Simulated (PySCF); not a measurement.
## NMR data sheet: C4H8Cl2Si

```yaml
Formula: C4H8Cl2Si
SMILES: C/C(=C/[SiH3])C(Cl)Cl
InChI: InChI=1S/C4H8Cl2Si/c1-3(2-7)4(5)6/h2,4H,1,7H3/b3-2-
Point_group_of_the_computed_structure: C1
Degrees_of_unsaturation: 1
Carbon_signals: 4
Proton_signals: 4
```

Molfile (atoms numbered from 1):
```
C4H8Cl2Si
     RDKit          3D

 15 14  0  0  0  0  0  0  0  0999 V2000
   -1.7554   -0.8048   -0.7267 C   0  0  0  0  0  0  0  0  0  0  0  0
   -0.5090   -0.1821   -0.1780 C   0  0  0  0  0  0  0  0  0  0  0  0
    0.6979   -0.7384   -0.2665 C   0  0  0  0  0  0  0  0  0  0  0  0
    2.3380   -0.0618    0.3695 Si  0  0  0  0  0  4  0  0  0  0  0  0
   -0.6908    1.1424    0.4874 C   0  0  0  0  0  0  0  0  0  0  0  0
   -1.8387    1.0298    1.8485 Cl  0  0  0  0  0  0  0  0  0  0  0  0
   -1.2923    2.3566   -0.6769 Cl  0  0  0  0  0  0  0  0  0  0  0  0
   -1.5324   -1.7460   -1.2208 H   0  0  0  0  0  0  0  0  0  0  0  0
   -2.2255   -0.1307   -1.4415 H   0  0  0  0  0  0  0  0  0  0  0  0
   -2.4697   -0.9867    0.0752 H   0  0  0  0  0  0  0  0  0  0  0  0
    0.7438   -1.6967   -0.7694 H   0  0  0  0  0  0  0  0  0  0  0  0
    2.6288    1.2346   -0.2478 H   0  0  0  0  0  0  0  0  0  0  0  0
    2.2871    0.0850    1.8264 H   0  0  0  0  0  0  0  0  0  0  0  0
    3.3722   -1.0282    0.0045 H   0  0  0  0  0  0  0  0  0  0  0  0
    0.2416    1.5351    0.8941 H   0  0  0  0  0  0  0  0  0  0  0  0
  1  2  1  0
  2  3  2  0
  3  4  1  0
  2  5  1  0
  5  6  1  0
  5  7  1  0
  1  8  1  0
  1  9  1  0
  1 10  1  0
  3 11  1  0
  4 12  1  0
  4 13  1  0
  4 14  1  0
  5 15  1  0
M  END
```

[PySCF 2.14.0 with density-fitted response routines: structure optimised with GFN2-xTB; shielding tensors at PBE0/pcSseg-1 (GIAO); one conformer; rapidly exchanging positions averaged; no relativistic terms; isolated molecule]

δ = σ(ref) − σ, references computed at the same level: 1H (31.72 ppm) and 13C (186.93 ppm) and 29Si (349.16 ppm) vs TMS.

| carbon | δC, type | δH (multiplicity) | HMBC from (2–3 bonds) | span of the C tensor (ppm) |
| --- | --- | --- | --- | --- |
| C1 | 22.3, CH3 | 2.34 (s) | H15, H11 | 39 |
| C2 | 165.2, C | – | H15, H11, H12/H13/H14, H8/H9/H10 | 252 |
| C3 | 123.4, CH | 5.78 (q) | H15, H12/H13/H14, H8/H9/H10 | 188 |
| C5 | 87.9, CH | 6.37 (s) | H11, H8/H9/H10 | 44 |

Other nuclei:
| atoms | nucleus | environment | δ (ppm) | σ (ppm) |
| --- | --- | --- | --- | --- |
| H12/H13/H14 | 1H | hydrogen on a silicon bonded to C | 4.18 | 27.54 |
| Si4 | 29Si | silicon bonded to C, 3 H | -90.8 | 440.0 |

- Carbon types of the structure: 1 × C, 2 × CH, 1 × CH3, leaving 3 H on heteroatoms.
- δC 165.2: fully substituted alkene carbon.
- δC 123.4: alkene CH; an sp2 carbon of a C=C bond.
- δC 87.9: allylic sp3 CH bonded to 2 Cl; 2 electronegative neighbours deshield it.
- δC 22.3: allylic methyl carbon; saturated and bonded to C and H only.
- δH 6.37: hydrogen on an allylic sp3 CH bonded to 2 Cl; its carbon carries Cl, an electronegative neighbour.

Carbons that carry Cl, above all several Cl atoms, come out too deshielded, partly because spin–orbit coupling is missing. Shifts are as computed. Against solution values, carbons near 30 ppm lie about +3 ppm off and those near 130 ppm about +5 ppm; carbons on Cl a further +6 ppm. Of 1309 compounds with measured shifts, 239 miss one by over three times the rms of a fit or turn the order of signals round; such compounds aren't used in these exercises. No couplings were computed; multiplicities are counted from neighbouring protons, with m where these are inequivalent, close in shift, in a saturated or five-membered ring or joined by F or P, and br s for small geminal =CH2 splittings.
